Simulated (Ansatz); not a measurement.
A structure relaxed at PBE0-D4/def2-TZVP, charge 0, multiplicity 1:

Cartesian coordinates in Å:
```
B -0.764 2.188 -0.057
C -0.069 1.032 0.709
C 0.127 -0.333 0.037
C 0.983 -0.172 -1.216
C -1.229 -0.921 -0.343
C 0.830 -1.278 1.007
H -1.171 2.088 -1.180
H -0.905 3.244 0.495
H -0.621 0.911 1.656
H 0.902 1.427 1.053
H 0.508 0.496 -1.939
H 1.141 -1.137 -1.707
H 1.966 0.241 -0.969
H -1.761 -0.271 -1.042
H -1.111 -1.898 -0.819
H -1.859 -1.055 0.541
H 0.240 -1.415 1.918
H 0.985 -2.263 0.557
H 1.809 -0.885 1.298
```

**Question.** Give its formula and SMILES.

**Answer.** C5H13B, `BCC(C)(C)C`.

**Question.** Point group (tolerance 0.08 Å, 0.16 Å for H)?

**Answer.** Cs.

**Question.** Summarise the bond lengths by kind.

**Answer.** 1 × B–C 1.551 Å; 2 × B–H 1.199 Å; 4 × C–C 1.526 to 1.534 Å; 11 × C–H 1.093 to 1.103 Å.

All numbers were calculated with Ansatz.
